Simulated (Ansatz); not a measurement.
`NB(Cl)Cl` and `[NH2][Ga]([Cl])[Cl]` differ in one element.

Ansatz, PBE0-D4/def2-TZVP geometries, multiplicity 1. Each molecule was computed in one conformer, which needn't be the lowest.

Scalar relativity is left out up to krypton.

```csv
property,`NB(Cl)Cl`
HOMO energy (PBE0/def2-TZVPP) / eV,-8.57
HOMO energy (B3LYP/def2-TZVPP) / eV,-8.31
HOMO–LUMO gap (ωB97M-V/def2-TZVPP) / eV,12.96
zero-point energy (PBE0-D4/def2-TZVP) / kJ/mol,89.5
size of the dipole moment (PBE/def2-TZVPP) / D,2.77
HOMO energy (ωB97M-V/def2-TZVPP) / eV,-10.88
```

Task: Give the same properties after the change, and the shifts. (Estimate.)

Result: Computed: 
| property | `[NH2][Ga]([Cl])[Cl]` | shift |
| --- | --- | --- |
| HOMO energy (PBE0/def2-TZVPP) / eV | -8.07 | 0.50 |
| HOMO energy (B3LYP/def2-TZVPP) / eV | -7.81 | 0.50 |
| HOMO–LUMO gap (ωB97M-V/def2-TZVPP) / eV | 11.30 | -1.66 |
| zero-point energy (PBE0-D4/def2-TZVP) / kJ/mol | 72.8 | -16.7 |
| size of the dipole moment (PBE/def2-TZVPP) / D | 2.62 | -0.15 |
| HOMO energy (ωB97M-V/def2-TZVPP) / eV | -10.44 | 0.44 |

With PBE0 the HOMO rises by 0.50 eV and the LUMO falls by 1.18 eV, so the gap narrows by about 1.68 eV. PBE moves the HOMO by 0.51 eV and ωB97M-V by 0.44 eV. Dipoles are sizes alone; their direction can turn.

B3LYP here is the variant with VWN-RPA as its local correlation; programs differ in this.
